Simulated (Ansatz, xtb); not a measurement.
# Isomers of C4H6FN2O+ in order of energy

4 gas-phase structures of C4H6FN2O+, from a drawn sample of its isomers (lower ones may exist). Each was relaxed with GFN2-xTB; where two conformers were screened, the lower at r2SCAN-D4/def2-SVP is listed:

A. `FCOc1c[nH]c[nH+]1`, a singlet
B. `C[n+]1ncoc1CF`, a singlet
C. `COc1c[nH+]c(F)[nH]1`, a singlet
D. `FCC[n+]1cocn1`, a singlet

Q: Which do you expect lowest at r2SCAN-D4/def2-SVP, and how would the others follow?

A: Calculated order at r2SCAN-D4/def2-SVP: A (0.0), C (8.2), B (36.8), D (38.3) kcal/mol.

Energies above the lowest of each column, in kcal/mol; the last columns are at B3LYP/def2-SVP geometries and were run for some of them only (a dash: not run or not comparable):

```json
{"structure": "A", "GFN2-xTB": "0.0", "HF/STO-3G": "0.2", "r2SCAN-D4/def2-SVP": "0.0", "B3LYP/def2-SVP": "0.0", "CCSD(T)/def2-SVP + ΔMP2/def2-TZVPP": "0.0"}
{"structure": "C", "GFN2-xTB": "7.4", "HF/STO-3G": "0.0", "r2SCAN-D4/def2-SVP": "8.2", "B3LYP/def2-SVP": "8.8", "CCSD(T)/def2-SVP + ΔMP2/def2-TZVPP": "12.0"}
{"structure": "B", "GFN2-xTB": "25.9", "HF/STO-3G": "20.6", "r2SCAN-D4/def2-SVP": "36.8", "B3LYP/def2-SVP": "35.4", "CCSD(T)/def2-SVP + ΔMP2/def2-TZVPP": "30.9"}
{"structure": "D", "GFN2-xTB": "28.5", "HF/STO-3G": "26.2", "r2SCAN-D4/def2-SVP": "38.3", "B3LYP/def2-SVP": "–", "CCSD(T)/def2-SVP + ΔMP2/def2-TZVPP": "–"}
```

Every level run on A puts it lowest or level with the lowest. Flexible structures stand in one conformer each, not always the lowest. Frequencies (GFN2-xTB) were run for A, B, C alone. ΔMP2 is the change of the MP2 energy from the smaller to the larger basis.

Over these structures GFN2-xTB departs from r2SCAN-D4/def2-SVP by 5.0 kcal/mol on average once a common shift is removed. A GFN2-xTB relaxation took about 0.062 s and the r2SCAN-D4/def2-SVP energy about 1.9 s on a shared host (Ansatz 0.2.0, xtb 6.7.1).
